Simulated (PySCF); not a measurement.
Be(Et) (C₂H₅Be), SMILES [Be+][CH2]C, charge +1.

The structure is a stationary point at B3LYP-D3(BJ)/def2-TZVP. The multiplicity is an assumed one; other spin states were not compared. The isomer is the one that the SMILES or the coordinates give; other isomers of the formula were not compared.

These are PBE/def2-TZVPD (PySCF) values and carry that method's errors.

Symmetry labels are those of the subgroup Cs that the program uses (full group Cs).

Computed valence orbital energies around the gap with their symmetry:
| orbital | symmetry | energy (eV) |
|---|---|---|
| HOMO−7 | A' | -114.17 |
| HOMO−6 | A' | -23.92 |
| HOMO−5 | A' | -20.32 |
| HOMO−4 | A" | -16.13 |
| HOMO−3 | A' | -15.41 |
| HOMO−2 | A' | -14.49 |
| HOMO−1 | A" | -13.55 |
| HOMO | A' | -12.72 |
| LUMO | A' | -10.47 |
| LUMO+1 | A' | -7.80 |
| LUMO+2 | A" | -7.72 |
| LUMO+3 | A' | -4.24 |
